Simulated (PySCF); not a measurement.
A structure optimised at B3LYP-D3(BJ)/def2-SVP, used in a PySCF frequency run:

```xyz
7

Se     0.2561     0.0331     0.8253
Cl     0.7719     1.8565    -0.3860
S     -0.2140    -1.4642    -0.6768
C     -1.9344    -1.0512    -1.1490
H     -2.6076    -1.1222    -0.2845
H     -2.2275    -1.7863    -1.9140
H     -1.9635    -0.0412    -1.5795
```

Q: Write its SMILES and formula.

A: CS[Se]Cl, CH3ClSSe

Q: What are its rotational constants (standard atomic weights)?

A: 4.1754, 1.7075, 1.3825 GHz
